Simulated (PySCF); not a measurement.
Species: C2H5BF, net charge -1, singlet state. It need not be the lowest isomer of its formula. Whether it binds its extra electron was not tested at this geometry. 
Geometry from a B3LYP-D3(BJ)/def2-TZVP (Ansatz) optimisation:
SMILES: [CH2-]B(C)F
```xyz
9

B      0.1249     0.0015     0.0017
F     -0.0123    -0.1390     1.4074
C      1.4193     0.0827    -0.6433
C     -1.3130     0.0531    -0.7183
H      1.5268     0.1905    -1.7218
H      2.3670     0.0425    -0.1060
H     -1.9231     0.8906    -0.3505
H     -1.8994    -0.8562    -0.5228
H     -1.2228     0.1614    -1.8039
```
Charge -1, spin multiplicity 1.

Dispersion corrections to the total energy (kcal/mol) from the dftd3 and dftd4 libraries through PySCF: D3(BJ) without and D4 with the three-body term, each with the damping fitted for the functional named.

| functional | D3(BJ) | D4 |
|---|---|---|
| HSE06 | -1.81 | [?] |
| B2PLYP | -2.28 | -2.41 |
| TPSS | -3.69 | [?] |
| r2SCAN | -0.81 | -0.86 |
| PBE | [?] | -3.47 |
| TPSSh | -3.35 | -4.26 |
| BHLYP | -3.86 | -3.80 |

Task: What belongs in the gaps?

Result: 
- HSE06, D4: -2.65
- TPSS, D4: -4.69
- PBE, D3(BJ): -2.98
